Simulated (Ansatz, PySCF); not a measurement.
CsBr, SMILES [Br][Cs].

Coordinates come from a PBE0-D3(BJ)/def2-TZVPD optimisation. The def2 effective core potentials stand for the cores of Cs; spin–orbit coupling is left out.

Vertical ionisation energy (IE) and electron affinity (EA) in eV. Rows of orbital energies are one-electron estimates. Where ΔSCF, EOM or ADC give a negative EA the extra electron is unbound and the value depends on the basis.

```tsv
level	IE	EA
−ε(HOMO), −ε(LUMO), HF/def2-TZVPD (PySCF)	8.39	0.25
−ε(HOMO), −ε(LUMO), ωB97X/def2-TZVPD (PySCF)	7.97	0.06
−ε(HOMO), −ε(LUMO), PBE/def2-TZVPD (PySCF)	4.62	1.68
ΔSCF, PBE0/def2-TZVPD (Ansatz), final states of multiplicity 2 and 2	8.11	0.51
ΔSCF, PBE/def2-TZVPD (Ansatz), final states of multiplicity 2 and 2	8.16	0.53
```

Question: What vertical singlet–triplet gap does ΔSCF give with PBE0/def2-TZVPD (Ansatz, a quantum-chemistry and plane-wave program) and with PBE/def2-TZVPD (Ansatz)? (Estimate from the structure and the level; the computed values follow.)

Answer: 4.46 and 4.41 eV (triplet above singlet where positive).
